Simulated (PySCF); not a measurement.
# What a mistake does to a calculation on BH5NO2 anion

Calculated results; nothing here was measured. They come from PySCF 2.14.0, an open-source quantum chemistry program, on an isolated molecule that a program drew, which may never have been made. The molecule is BH5NO2 anion (charge -1, singlet), drawn as the SMILES string `N[BH-](O)O`.

Each row is a Hartree-Fock (HF) and frozen-core CCSD(T) single point in the aug-cc-pVDZ basis, meant for a local HF minimum. Run 1 is clean. Each other run has one planted mistake out of seven kinds, and not every kind appears here: one electron removed, one electron added, multiplicity raised by two, geometry at a saddle point, minimal basis STO-3G, one bond length entered in bohr, all coordinates scaled. The reference is restricted for singlets and unrestricted otherwise, and also for a bond in bohr. Adding or removing an electron swaps singlet and doublet. Electrons count all cores. HOMO and LUMO are orbital energies over both spins, the gradient is its largest component, and the lowest frequency (negative if imaginary) is given only where the gradient is small. Bond lengths are over the 8 bonds as drawn. T1 is the CCSD diagnostic: over 0.02 (restricted) or 0.045 (unrestricted) a single reference is doubtful.

Geometry of the clean run:
```xyz
9
BH5NO2 anion, angstrom
N    -0.5056    0.7877    1.7031
B    -1.5848    1.6740    2.3649
O    -0.8437    2.6449    3.2191
O    -2.5136    0.8298    3.1574
H    -0.9055    0.2370    0.9639
H     0.2076    1.3555    1.2804
H    -2.3177    2.2980    1.5404
H    -1.4752    3.2134    3.6219
H    -1.9762    0.2730    3.6972
```

| run | electrons | basis functions | <S^2> | HOMO (eV) | LUMO (eV) | gradient (hartree/bohr) | lowest frequency (cm^-1) | mean bond (Å) | longest bond (Å) | T1 | HF (hartree) | CCSD(T) (hartree) | mistake |
|---|---|---|---|---|---|---|---|---|---|---|---|---|---|
| 1 | 34 | 137 | 0.000 | -4.41 | 4.01 | 1.6e-05 | 187 | 1.2101 | 1.545 | 0.0155 | -231.90681 | -232.66903 | no fault |
| 2 | 34 | 137 | 0.000 | -4.12 | 3.64 | 8.0e-02 | - | 1.3752 | 2.805 | 0.0221 | -231.79801 | -232.56879 | one bond length entered in bohr |
| 3 | 34 | 137 | 2.012 | 0.31 | 3.29 | 6.1e-02 | - | 1.2101 | 1.545 | 0.0313 | -231.80221 | -232.52632 | multiplicity raised by two |
| 4 | 33 | 137 | 0.766 | -11.13 | -0.77 | 7.8e-02 | - | 1.2101 | 1.545 | 0.0449 | -231.81670 | -232.53863 | one electron removed |
| 5 | 34 | 137 | 0.000 | -4.25 | 4.02 | 4.4e-02 | - | 1.1702 | 1.494 | 0.0152 | -231.89702 | -232.65133 | all coordinates scaled |
| 6 | 34 | 25 | 0.000 | -0.84 | 24.12 | 5.0e-02 | - | 1.2101 | 1.545 | 0.0070 | -228.64124 | -228.82747 | ? |

**Which mistake was planted in run 6, and what did it cost?**

It has 25 basis functions where the clean run has 137, with the same electrons and geometry. So the mistake is: minimal basis STO-3G. Subtracting run 1 and multiplying by 627.51 kcal/mol a hartree, the energy moved by 2049.2 kcal/mol in HF and 2410.6 kcal/mol in CCSD(T).

Cautions from the logs. Run 3: the HOMO is above zero, so the electron isn't bound and the energy depends on the basis.
